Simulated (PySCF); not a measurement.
A mixed set of molecules. The calculation used TDDFT PBE0/def2-SVPD, vertical, gas phase, core orbitals frozen in the response in PySCF 2.14.0, density-fitted response routines. Geometries: GFN2-xTB; one conformer of each isolated species. Triplets are in the Tamm–Dancoff approximation.

Problem. Rank by computed lowest triplet energy, highest first.
A. `C[C@@H]1CC[SiH2][SiH2]1`
B. `C(C)C(NC(Cl)=C)=O`
C. `C#C[SiH2]C#C[SiH3]`
D. `CC#CC[SiH2][SiH3]`
E. `C=C(C)[SiH2]C[SiH3]`

Solution. A (5.65 eV), D (5.34 eV), C (4.60 eV), E (4.26 eV), B (3.89 eV).

```
                 SMILES  T1 (eV)  gap (eV)  LUMO (eV)  f (S1)  HOMO (eV)  first f ≥ 0.01 (nm)    S1 mainly
C[C@@H]1CC[SiH2][SiH2]1     5.65      7.52       0.04   0.009      -7.48                  189    H→L (79%)
      CC#CC[SiH2][SiH3]     5.34      6.96      -0.02   0.004      -6.99                  193    H→L (95%)
     C#C[SiH2]C#C[SiH3]     4.60      7.46      -0.71   0.000      -8.18                  196    H→L (51%)
    C=C(C)[SiH2]C[SiH3]     4.26      7.35      -0.18   0.004      -7.53                  183  H-1→L (91%)
        C=C(Cl)NC(=O)CC     3.89      6.42      -0.54   0.001      -6.96                  217  H-1→L (93%)
```

H and L stand for HOMO and LUMO.

- `C[C@@H]1CC[SiH2][SiH2]1`: Löwdin shares by element: HOMO silicon 48%, carbon 24% or more (atoms not listed hold the other 28%); LUMO silicon 44%, hydrogen 7% or more, carbon 7% or more (atoms not listed hold the other 42%).
- `CC#CC[SiH2][SiH3]`: Löwdin shares by element: HOMO carbon 76% or more, silicon 7% or more (atoms not listed hold the other 17%); LUMO silicon 48%, carbon 10% or more, hydrogen 8% or more (atoms not listed hold the other 34%).
- `C#C[SiH2]C#C[SiH3]`: Löwdin shares by element: HOMO (one of a set within 0.03 eV) carbon 68% or more, silicon 7% or more (atoms not listed hold the other 24%); LUMO carbon 47% or more, silicon 26% (atoms not listed hold the other 27%).
- `C=C(C)[SiH2]C[SiH3]`: Löwdin shares by element: HOMO carbon 76% or more, silicon 4% or more (atoms not listed hold the other 19%); LUMO carbon 57% or more, silicon 10% or more, hydrogen 6% or more (atoms not listed hold the other 28%).
- `C=C(Cl)NC(=O)CC`: Löwdin shares by element: HOMO carbon 56% or more, nitrogen 18%, chlorine 9% (atoms not listed hold the other 17%); LUMO carbon 54% or more, oxygen 19% (atoms not listed hold the other 27%).
